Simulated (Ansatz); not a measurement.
Abridged output of a molecular run in Ansatz:

```
Functional definition: HF
958 factors; integrals over basis functions are off by at most 1.4e-3 eV
mean field evaluation 1: about -11114.6589 eV, gradient 4.0e1 eV
mean field evaluation 2: about -11114.6729 eV, gradient 4.0e1 eV
mean field evaluation 4: about -11118.1822 eV, gradient 3.1e0 eV
mean field evaluation 8: about -11118.2231 eV, gradient 4.2e-4 eV
mean field -11118.22311235 eV, -408.5871631767 hartree, gradient 6.9e-6 eV, S^2 0.000000; 0 other end points of the search recorded, 0 dependent functions left out
7 core orbitals not correlated: weight in the atoms' cores, before any rotation towards them, 1.000 or more for the frozen orbitals, at most 0.000 for the correlated occupied ones
reference -11118.22311235 eV, -408.5871631767 hartree; 17, 17 occupied and 64, 64 virtual orbitals, 958 factors
second order -16.45779352 eV of doubles, -0.00000000 eV of singles
cycle   1  -16.67556722 eV  change   -2.2e-1 eV  update   1.1e-1
cycle   2  -17.19721031 eV  change   -5.2e-1 eV  update   3.7e-2
cycle   3  -17.34894018 eV  change   -1.5e-1 eV  update   2.1e-2
cycle   4  -17.34495741 eV  change    4.0e-3 eV  update   5.8e-3
cycle   5  -17.34418916 eV  change    7.7e-4 eV  update   2.7e-3
cycle   6  -17.34527185 eV  change   -1.1e-3 eV  update   8.3e-4
cycle   7  -17.34475793 eV  change    5.1e-4 eV  update   3.3e-4
cycle   8  -17.34464879 eV  change    1.1e-4 eV  update   1.4e-4
cycle   9  -17.34468379 eV  change   -3.5e-5 eV  update   6.0e-5
cycle  10  -17.34466860 eV  change    1.5e-5 eV  update   2.8e-5
perturbative correction -0.57040169 eV, -0.0209618756 hartree
Total energy: -11136.13818264 eV, -409.2455298666 hartree
```

Its atoms:

Cartesian coordinates in Å:
```
C -0.5791 -0.4143 1.3099
N -0.4807 -1.2017 0.3329
Sb 0.0353 -0.4751 -1.5135
O 0.6086 1.3361 -0.9691
H -0.8746 -0.8144 2.2879
H -0.3771 0.6651 1.2687
H 1.6196 -1.1036 -1.3521
H 0.0480 2.0079 -1.3646
```

(1) Which basis set was used?
A. def2-SVP
B. def2-SVPD
C. def2-QZVPP
D. def2-TZVPPD

(2) Write the keys of the input that set method, charge and spin (a neutral closed shell needs none for the last two).

## Answers

(1) A. It gives 88 functions.

(2) 
```yaml
correlation: {method: ccsd_t}
```
